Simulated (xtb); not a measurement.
C5H8NO (SMILES [CH2]N1CCCC1=O), doublet, at a GFN2-xTB geometry, atoms displaced at random by about 0.06 Å a coordinate; GFN2-xTB (xtb).

Input for xtb:
```
$ xtb mol.xyz --gfn 2 --chrg 0 --uhf 1 --ohess --json

# file mol.xyz
15

C      2.08115996     0.26779876    -0.18032317
N      0.77490776     0.29592735     0.01791806
C     -0.07941879     1.42288706    -0.00911998
C     -1.52505506     0.93961456    -0.37920498
C     -1.65228187    -0.49317848     0.30115650
C     -0.11215730    -0.76386067     0.06708507
O      0.39578522    -1.99924897     0.15289363
H      2.64012530    -0.63095418    -0.00956573
H      2.46585806     1.19851118    -0.37502524
H      0.36968555     2.18875544    -0.95361958
H     -0.06778514     2.05657599     0.85669807
H     -2.30273351     1.51520664     0.10355320
H     -1.66027047     0.91530160    -1.43878545
H     -1.66077202    -0.40012953     1.32162011
H     -2.08750201    -1.11322203    -0.29079713
```

Output, abridged:

```
   ID    Z sym.   atoms
    1    6 C      1, 3-6
    2    7 N      2
    3    8 O      7
    4    1 H      8-15

           -------------------------------------------------
          |                Calculation Setup                |
           -------------------------------------------------

           -------------------------------------------------
          |                 G F N 2 - x T B                 |
           -------------------------------------------------

          ...................................................
          :                      SETUP                      :
          :.................................................:
          :  # basis functions                  36          :
          :  # atomic orbitals                  36          :
          :  # shells                           22          :
          :  # electrons                        39          :
          :  max. iterations                   250          :
          :  Hamiltonian                  GFN2-xTB          :
          :  restarted?                      false          :
          :  GBSA solvation                  false          :
          :  PC potential                    false          :
          :  electronic temp.          300.0000000     K    :
          :  accuracy                    1.0000000          :
          :  -> integral cutoff          0.2500000E+02      :
          :  -> integral neglect         0.1000000E-07      :
          :  -> SCF convergence          0.1000000E-05 Eh   :
          :  -> wf. convergence          0.1000000E-03 e    :
          :  Broyden damping             0.4000000          :
          :  net charge                          0          :
          :  unpaired electrons                  1          :
          ...................................................

 iter      E             dE          RMSdq      gap      omega  full diag
   1    -21.8128114 -0.218128E+02  0.431E+00    2.98       0.0  T
   2    -21.9246623 -0.111851E+00  0.253E+00    2.56       1.0  T
   3    -21.9348104 -0.101481E-01  0.152E+00    2.48       1.0  T
   4    -21.9336884  0.112196E-02  0.436E-01    2.55       1.0  T
   5    -21.9363010 -0.261257E-02  0.984E-02    2.48       1.0  T
   6    -21.9363186 -0.176480E-04  0.594E-02    2.50       1.0  T
   7    -21.9363241 -0.549361E-05  0.361E-02    2.48       1.0  T
   8    -21.9363331 -0.900888E-05  0.114E-02    2.49       2.3  T
[...]
         :: total energy             -21.653380019782 Eh    ::
 * total energy  :   -21.6533800 Eh     change       -0.3527845E-09 Eh
 * total energy  :   -21.7169967 Eh     change       -0.6361665E-01 Eh
 * total energy  :   -21.7312131 Eh     change       -0.1421638E-01 Eh
 * total energy  :   -21.7338838 Eh     change       -0.2670761E-02 Eh
 * total energy  :   -21.7346289 Eh     change       -0.7451170E-03 Eh
 * total energy  :   -21.7350252 Eh     change       -0.3962211E-03 Eh
 * total energy  :   -21.7351102 Eh     change       -0.8508995E-04 Eh
 * total energy  :   -21.7351201 Eh     change       -0.9836147E-05 Eh
 * total energy  :   -21.7351242 Eh     change       -0.4137749E-05 Eh
 * total energy  :   -21.7351256 Eh     change       -0.1379434E-05 Eh
   *** GEOMETRY OPTIMIZATION CONVERGED AFTER 10 ITERATIONS ***
         :: total energy             -21.735125599188 Eh    ::
[...]
          :.................................................:

    mode    ω/cm⁻¹     T·S(HO)/kcal·mol⁻¹    T·S(FR)/kcal·mol⁻¹   T·S(vib)
   ------------------------------------------------------------------------
       1    130.09    -0.87798 ( 97.86%)    -0.77308 (  2.14%)    -0.87574
       2    150.54    -0.79467 ( 98.80%)    -0.72985 (  1.20%)    -0.79389
       3    288.08    -0.44281 ( 99.91%)    -0.53767 (  0.09%)    -0.44290
   ------------------------------------------------------------------------

   temp. (K)  partition function   enthalpy   heat capacity  entropy
                                   cal/mol     cal/K/mol   cal/K/mol   J/K/mol
 298.15  VIB   15.2                 2560.115     19.937     13.990
         ROT  0.182E+06              888.752      2.981     27.053
         INT  0.278E+07             3448.868     22.918     41.043
         TR   0.940E+27             1481.254      4.968     39.644
         TOT                        4930.1215    27.8859    80.6862   337.5910

       T/K    H(0)-H(T)+PV         H(T)/Eh          T*S/Eh         G(T)/Eh
   ------------------------------------------------------------------------
    298.15    0.785665E-02    0.129546E+00    0.383366E-01    0.912095E-01
   ------------------------------------------------------------------------

         :::::::::::::::::::::::::::::::::::::::::::::::::::::
         ::                  THERMODYNAMIC                  ::
         :::::::::::::::::::::::::::::::::::::::::::::::::::::
         :: total free energy         -21.643916142821 Eh   ::
         ::.................................................::
         :: total energy              -21.735125599188 Eh   ::
         :: zero point energy           0.121689416321 Eh   ::
         :: G(RRHO) w/o ZPVE           -0.030479959954 Eh   ::
         :: G(RRHO) contrib.            0.091209456367 Eh   ::
         :::::::::::::::::::::::::::::::::::::::::::::::::::::

optimized geometry written to: xtbopt.xyz

           -------------------------------------------------
          | TOTAL ENERGY              -21.735125599188 Eh   |
          | TOTAL ENTHALPY            -21.605579534117 Eh   |
          | TOTAL FREE ENERGY         -21.643916142821 Eh   |
          | GRADIENT NORM               0.000484429627 Eh/α |
          | HOMO-LUMO GAP               2.803952462836 eV   |
           -------------------------------------------------

normal termination of xtb
```
